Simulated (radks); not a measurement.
These are the eigenvalues of the occupied orbitals of an atom or ion with whole-number occupations (eV). Calculated with a radial shooting solver on a logarithmic mesh with Libxc functionals: scalar-relativistic Kohn-Sham, LDA (Slater exchange, VWN5 correlation), spin-polarised, spherical densities, finite nucleus; Fermi nuclear charge, rms radius of each element as measured or else 0.836 A^(1/3) + 0.57 fm.

1s up: -70383.88
1s down: -70383.09
2s up: -14597.79
2s down: -14573.03
2p up: -13186.14
2p down: -13166.02
3s up: -5376.980
3s down: -5349.944
3p up: -4955.994
3p down: -4928.726
3d up: -4522.207

Which element is it, and in what charge state? The configuration may be excited. Open shells, if any, are filled with parallel spins first.

Answer. Z = 73, tantalum, charge +50: Ta50+ in [Ar] 3d5. The list shows which subshells hold electrons but not how many an open one holds; the 1s level, -2586.6 hartree, gives Z - s = 71.9 by -(Z - s)^2/2, which with screening and relativity narrows Z to a few neighbours, and the depths of the outer levels then fix element, charge and occupations together.
